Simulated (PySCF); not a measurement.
Simulated absorption spectrum

Species: CH5BrOSi.
Structure used (PBE0-D3(BJ)/def2-SVP), in Å, numbered top down from 1:
```xyz
9
CH5BrOSi angstrom
C     -0.4181    1.3389   -0.5395
O      0.8700    1.8317   -0.7985
Si     2.2681    1.1239   -0.2730
Br     3.9392    2.3544   -1.0364
H     -0.5606    0.3192   -0.9417
H     -0.6443    1.3192    0.5421
H     -1.1483    2.0011   -1.0273
H      2.4094   -0.2566   -0.8182
H      2.3393    1.1060    1.2160
```

Computed, not measured: TDDFT B3LYP/def2-SVPD, vertical, gas phase, core orbitals frozen in the response in PySCF 2.14.0, density-fitted response routines. The B3LYP/def2-SVPD calculation is non-relativistic and has no spin–orbit coupling, an omission that weighs most on bromine.

Each state is given a Gaussian of 0.25 eV full width at half maximum, with ε(max) = 2.175×10⁸ f / Δν̃ (Δν̃ the width in cm⁻¹). The cross-section is σ = 3.8235×10⁻²¹ ε cm², given in Mb (10⁻¹⁸ cm²). The width is an assumption, not a result. The curve ends short of the highest state used, and states not computed would add to its high-energy end.

```
λ (nm)  σ (Mb)
 168.9    2.37
 169.6    1.64
 170.3    1.17
 171.0    0.89
 171.7    0.78
 172.5    0.87
 173.2    1.18
 173.9    1.74
 174.6    2.58
 175.3    3.68
 176.0    4.96
 176.7    6.26
 177.4    7.42
 178.1    8.24
 178.8    8.59
 179.5    8.44
 180.2    7.86
 180.9    7.02
 181.7    6.02
 182.4    5.37
 183.1    5.08
 183.8    5.24
 184.5    5.81
 185.2    6.68
 185.9    7.66
 186.6    8.55
 187.3    9.16
 188.0    9.35
 188.7    9.09
 189.4    8.40
 190.2    7.21
 190.9    5.98
 191.6    4.73
 192.3    3.57
 193.0    2.57
 193.7    1.76
 194.4    1.16
 195.1    0.73
 195.8    0.44
 196.5    0.25
 197.2    0.14
 197.9    0.08
 198.6    0.04
 199.4    0.02
```

**Question.** Locate the maxima and give the states behind the curve.

**Answer.** 188 nm (6.60 eV), ε about 2400, made up of S1 (99%); 179 nm (6.93 eV), ε about 2200, made up of S3 (96%) (ε in L mol⁻¹ cm⁻¹; maxima over ε = 5, shares over 10%). At its high-energy end, 7.34 eV, the curve is still rising (ε about 610, from S5, S6 and S8). The states used: S1 6.59 eV (f 0.023); S2 6.90 eV (f 0.0004); S3 6.93 eV (f 0.020); S4 7.08 eV (f 0.0005); S5 7.36 eV (f 0.0025); S6 7.54 eV (f 0.010); S7 7.60 eV (f 0.0017); S8 7.64 eV (f 0.067); S9 7.93 eV (f 0.034); S10 7.94 eV (f 0.035).

**Question.** Coming from long wavelengths, where does ε first pass 100 L mol⁻¹ cm⁻¹?

**Answer.** At about 196 nm (6.33 eV), 0.27 eV below S1.

**Question.** What would ε be at 6.60 eV, the highest of these maxima, with half the width (0.125 eV)?

**Answer.** About 4840 L mol⁻¹ cm⁻¹ against 2450, a factor of about 1.98; a lone state at its own centre would give exactly 2.

**Question.** On this curve, what absorbance would a 10⁻³ mol/L sample give at 193 nm over a 1 cm path?

**Answer.** 193 nm is 6.424 eV, where ε is about 670 L mol⁻¹ cm⁻¹, so A = ε c l ≈ 0.67 (Beer–Lambert, with the gas-phase spectrum and the assumed width).

The vertical ionisation energy (ΔSCF) is 10.28 eV, 2.34 eV above S10.

One conformer stands for the species.
